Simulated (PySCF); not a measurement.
All numbers come from PySCF, PBE0, basis I def2-TZVPD with ECP28, O def2-TZVPD (scalar-relativistic core potentials, no spin–orbit coupling, density fitting). Open shells, if any, are unrestricted.

**Question.** What shape and geometry does isolated singlet [IO2]- take (every ligand bound to I)?

**Answer.** Counting electrons, iodine keeps 4 of its valence electrons outside its bonds, so the VSEPR class is AX2E2 and the expected shape is bent (C2v), as computed. The lowest minimum found is a singlet of C2v symmetry with I–O 1.850 Å (×2); O–I–O 108.6°. Its harmonic wavenumbers are 253 (a1), 731 (a1), 743 (b2) cm⁻¹ and its dipole moment is 4.53 D about the centre of mass.

Other isomers or separated fragments may lie lower. The lowest empty level of this anion is unbound, so it and the gap depend on the basis.
